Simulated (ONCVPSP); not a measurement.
**Configuration tests for Ta (ONCV)**

ONCVPSP 4.0.1 input, shortened (lines: element, Z, core and valence counts, functional; n l f; lmax; l rc ep ncon nbas qcut; lloc lpopt rc5 dvloc0; l nproj debl; icmod fcfact rcfact), PW91, scalar-relativistic:

```
  Ta 73.00   10    4  -109134      upf
    1    0    2.00
    2    0    2.00
    2    1    6.00
    3    0    2.00
    3    1    6.00
    3    2   10.00
    4    0    2.00
    4    1    6.00
    4    2   10.00
    4    3   14.00
    5    0    2.00
    5    1    6.00
    5    2    4.00
    6    0    1.00
    2
    0    1.75    0.00    4    7    8.80
    1    1.80    0.00    4    7    9.50
    2    2.25    0.00    4    9    6.50
    4    5    1.25    1.00
    0    2    1.70
    1    2    2.10
    2    2    1.50
    3    2.75    1.00
```

Energies are relative to the spin-unpolarised reference configuration 5s2 5p6 5d4 6s1; without spin polarisation the order of configurations can differ from experiment.

(1) Give the all-electron excitation energy and the error of the potential for: 5s2 5p6 5d3 6s2; 5s2 5p6 5d3 6s1; 5s2 5p6 5d3 6s0; 5s2 5p6 5d4 6s0.

Levels in the configuration 5s2 5p6 5d3 6s2:

```
level  all-electron (eV)  pseudo (eV)
   5s            -73.064      -73.077
   5p            -39.449      -39.460
   5d             -3.645       -3.647
   6s             -5.493       -5.494
```

Answers

(1)

```json
{"valence configuration": "5s2 5p6 5d3 6s2", "charge": "0", "ΔE all-electron (eV)": "-2.093", "error AE − PS (meV)": "+3.3"}
{"valence configuration": "5s2 5p6 5d3 6s1", "charge": "+1", "ΔE all-electron (eV)": "6.435", "error AE − PS (meV)": "-0.2"}
{"valence configuration": "5s2 5p6 5d3 6s0", "charge": "+2", "ΔE all-electron (eV)": "21.465", "error AE − PS (meV)": "+1.8"}
{"valence configuration": "5s2 5p6 5d4 6s0", "charge": "+1", "ΔE all-electron (eV)": "7.862", "error AE − PS (meV)": "-1.0"}
```
